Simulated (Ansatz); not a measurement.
System: C4H7Cl2, charge 0, multiplicity 2. It need not be the lowest isomer of its formula. 
Structure (B3LYP-D3(BJ)/def2-TZVP (Ansatz, a quantum-chemistry and plane-wave program) minimum search):
```
C
H 1 1.0935
H 1 1.0940 2 107.33
C 1 1.5147 2 109.27 3 -117.05
H 4 1.0858 1 111.75 2 -176.99
H 4 1.0865 5 109.74 1 123.53
C 1 1.5183 2 107.52 3 117.18
H 7 1.0862 1 111.44 2 72.70
C 7 1.4561 8 112.64 1 130.71
H 9 1.0800 7 120.29 8 31.66
H 9 1.0818 10 118.48 7 -168.33
Cl 4 1.8099 5 106.35 6 114.34
Cl 7 1.8968 8 101.69 9 114.14
```
Charge 0, spin multiplicity 2.

Basis-set convergence of Hartree-Fock and MP2 correlation energies (hartree) with Ansatz. Cores are frozen in the correlated levels unless marked. Open shells are spin-unrestricted. Spin-orbit coupling is left out. Non-relativistic.

| basis | functions | E(HF) | E(corr, MP2) |
|---|---|---|---|
| cc-pV(D+d)Z | 137 | -1074.53061 | -0.81514 |
| cc-pV(T+d)Z | 296 | -1074.60319 | -1.03837 |
| cc-pV(Q+d)Z | 558 | -1074.62006 | -1.11899 |

Extrapolating the two largest sets (X = 3 and 4) as X^-3: E(corr) = (64·(-1.11899) - 27·(-1.03837))/37 = -1.1778 Eh, an estimate of the basis-set limit. The largest set recovers 95.0 % of it, the smallest 69.2 %.
